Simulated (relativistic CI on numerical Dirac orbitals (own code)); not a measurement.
Hyperfine structure of Re XII, mass number 187

Calculated at this level of theory: Dirac-Coulomb-Breit CI, separate exchange-only KLI orbitals for each configuration, a model potential for QED, unscaled Slater integrals (own radial code, finite nucleus).

Configurations in the expansion (outside the closed core [Kr] 4d10): 4f¹⁴5s²5p², 4f¹³5s²5p³, 4f¹⁴5s5p³, 4f¹⁴5s²5p5d, 4f¹⁴5s5p²5d, 4f¹⁴5s²5p5f, 4f¹³5s²5p²5d, 4f¹⁴5s²5p5g, 4f¹⁴5s²5p6s, 4f¹⁴5p⁴, 4f¹³5p⁵, 4f¹³5p⁴5d, 4f¹⁴5s²5d², 4f¹⁴5s5d³, 4f¹³5s²5d³. Double excitations out of closed p, d and f shells are left out; levels of such configurations are missing from the list, as are those of other unlisted configurations, and high levels can miss mixing partners.

Nuclear spin I = 5/2, μ = 3.209 μN, Q = 1.94 b (tables of Stone and Pyykkö). The electronic factors are computed for point nuclear moments, without core polarisation or the Bohr-Weisskopf and QED corrections.

```csv
Level,E (eV),A (MHz),B (MHz)
4f¹⁴5s²5p² ³P1,11.7884,-11200,16100
4f¹³5s²5p³ ³D1,18.0228,-850.4,3340
4f¹³5s²5p³ ³F2,19.8816,3681,-16600
4f¹⁴5s²5p² ³P2,26.1683,9149,9650
4f¹³5s²5p³ ⁵F5,28.5101,-2130,9860
```

Levels with J = 0, under 50 % of one LS term, or S terms without an open s electron are left out. Small factors come from cancelling terms and can be off by tens of per cent or more.

At this charge transitions that keep the count of f electrons are usually good to a few per cent. Levels and lines within the n = 5 or 6 shells can be off by up to 10 % or somewhat more, and those that change n by about 2 %, since core polarisation is missing. Levels that differ in their count of f electrons can be misplaced by several ten thousand cm⁻¹, since the correlation energy of f electrons is missing or only estimated; rates across such gaps can be off by orders of magnitude.

(1) Give the hyperfine levels of 4f¹⁴5s²5p² ³P1 relative to its centre of gravity.

## Answers

(1) With K = F(F + 1) − I(I + 1) − J(J + 1), E = AK/2 + B[¾K(K + 1) − I(I + 1)J(J + 1)]/[2I(2I − 1)J(2J − 1)]: F = 3/2: 50510, F = 5/2: -1719, F = 7/2: -23960 MHz.

LS names give the leading component of a level, which can be under half, so a name can repeat, a term be missing and a line seem to break the LS rules.
